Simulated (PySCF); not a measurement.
# Calculated properties of `COC(=O)[Si@@H]1C[SiH2][C@H](F)C1`

C5H11FO2Si2.
SMILES with atom numbers: `[CH3:1][O:2][C:3](=[O:4])[Si@@H:5]1[CH2:6][SiH2:7][C@H:8]([F:9])[CH2:10]1` (hydrogens: H11, H12, H13 on C1; H14 on Si5; H15, H16 on C6; H17, H18 on Si7; H19 on C8; H20, H21 on C10)

Among its groups: C–F bond, Si–H bond and C–Si bond.

**GFN2-xTB geometry**

- Point group of the GFN2-xTB geometry: C1
- Rotational constants A, B, C of the GFN2-xTB geometry: 1.715, 0.514, 0.484 GHz

PBE0/pcSseg-1 ground state and GIAO shieldings, non-relativistic (PySCF):

- Dipole moment: 1.41 D
- HOMO energy: -7.64 eV
- LUMO energy: -0.74 eV
- HOMO–LUMO gap: 6.90 eV
- Lowest Hirshfeld atomic charge: -0.26 e on O4
- Highest Hirshfeld atomic charge: +0.37 e on Si5
- 13C chemical shifts (computed TMS as zero) by class: 187.7 (C3), 91.9 (C8), 51.8 (C1), 23.2 (C10), -14.0 (C6) ppm
- 1H chemical shifts (computed TMS as zero) by class: 5.28 (H19), 4.49 (H14), 4.46 (H17), 4.37 (H18), 3.98 (H11/H12/H13), 1.95 (H20), 1.75 (H21), 0.14 (H16), 0.03 (H15) ppm
- Isotropic shieldings of nuclei other than C and H, by class: -181 (O4), 120 (O2), 410 (F9), 373 (Si5), 383 (Si7) ppm
- Mayer bond orders between heavy atoms: C1–O2 0.86, O2–C3 1.05, C3–O4 1.88, C3–Si5 0.78, Si5–C6 0.90, C6–Si7 0.90, Si7–C8 0.87, C8–F9 0.83, C8–C10 1.02, C10–Si5 0.91

Monoisotopic mass from the formula: 178.0282 u.

A dipole of 1.41 D is allowed in C1, and pure rotational transitions are dipole-allowed. The rotational constants make it an asymmetric top with κ = (2B − A − C)/(A − C) = -0.95, nearer the prolate limit (−1). With B = h/(8π²I), that is 505.379 GHz u Å² over I, the principal moments of inertia are 294.7, 984.2 and 1043.2 u Å² (most abundant isotopes); the inertial defect Ic − Ia − Ib is -235.7 u Å² (zero for a rigid planar frame, negative otherwise). The dipole equals about 4.7 × 10⁻³⁰ C·m (1 D = 3.33564 × 10⁻³⁰ C·m).

The structure is a single GFN2-xTB conformer in the gas phase; no vibrational or solvent corrections. NMR classes are plain means over equivalent atoms (diastereotopic ones count apart unless rotation or inversion swaps them), as if these changed places fast; in this geometry the members of some classes differ.
